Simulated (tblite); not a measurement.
C5H5O2S (doublet state).
Cartesian coordinates in Å at the GFN2-xTB level; atoms count from 1:
```
atom  x, y, z in Å
O1     1.8915   -1.3272   -0.8129
C2     1.4966   -0.2022   -0.5980
O3     2.2635    0.8845   -0.8412
C4     0.1850    0.1266   -0.0668
C5    -0.2631    1.3797    0.1724
S6    -1.8625    1.4288    0.8014
C7    -2.0055   -0.2614    0.7701
C8    -0.7994   -0.9569    0.2632
H9     3.1189    0.5941   -1.1927
H10    0.2712    2.2951    0.0085
H11   -2.9060   -0.7346    1.0988
H12   -0.3798   -1.6545    1.0029
H13   -1.0148   -1.5713   -0.6234
```

Method: GFN2-xTB as coded in tblite; computed harmonic values from a numerical Hessian at the method's own geometry, unscaled. Against measured fundamentals such values can be off by several per cent, at times by over 20. One conformer, not necessarily the lowest. Open shells enter through the occupations alone, without spin polarisation, and single modes of such species can be off by tens of per cent.

Harmonic wavenumbers (cm⁻¹): 73.7, 133.2, 162.2, 209.4, 359.0, 365.7, 404.5, 472.0, 563.6, 576.0, 633.3, 690.0, 778.1, 840.0, 855.5, 879.1, 891.2, 1033.5, 1057.8, 1060.5, 1116.1, 1178.3, 1212.6, 1249.3, 1325.5, 1431.3, 1542.5, 1722.9, 2825.6, 2884.6, 3162.2, 3186.8, 3466.9.

A = 4243, B = 1161, C = 916.6 MHz; mass 129.001 u (most abundant isotopes); point group Cs, symmetry number 1; spin multiplicity 2.

Problem. What is the zero-point energy?

Solution. ½Σν̃ = 19171 cm⁻¹ = 229.34 kJ/mol.

Problem. Give the ideal-gas entropy at 298.15 K and 1 bar in the rigid-rotor, harmonic-oscillator model (classical rotation).

Solution. Translation 169.47, rotation 119.90, vibration 77.30, spin (R ln 2) 5.76: S = 372.4 J/(mol K).

Problem. And Cp and H(298.15 K) − H(0)?

Solution. Cp = 127.48 J/(mol K), of which vibrations give 94.23 (their classical limit is 33 R = 274.4); H(298.15 K) − H(0) = 23.05 kJ/mol without the zero-point energy, 13.14 from vibrations.

Problem. What must be added to the electronic energy to get the Gibbs energy at 298.15 K and 1 bar?

Solution. ZPE + [H(298.15 K) − H(0)] − T·S = 229.34 + 23.05 − 111.04 = 141.35 kJ/mol.

Problem. How do the functions run with temperature in this model?

Solution. 
```tsv
T (K)	S (J/(mol K))	Cp (J/(mol K))	H − H(0) (kJ/mol)	G − H(0) (kJ/mol)	ln q(vib)
50	240.7	44.3	1.84	-10.19	0.16
100	276.6	60.7	4.48	-23.18	0.75
373.15	403.6	150.7	33.51	-117.10	5.35
500	452.4	182.3	54.73	-171.44	7.68
750	534.6	222.3	105.79	-295.17	12.15
1000	602.1	246.2	164.58	-437.52	16.29
```

q(vib) and H(0) count from the zero-point level.

Hindered rotation and anharmonicity are outside this model. Other conformers, if any are populated, would add a mixing term that is left out.
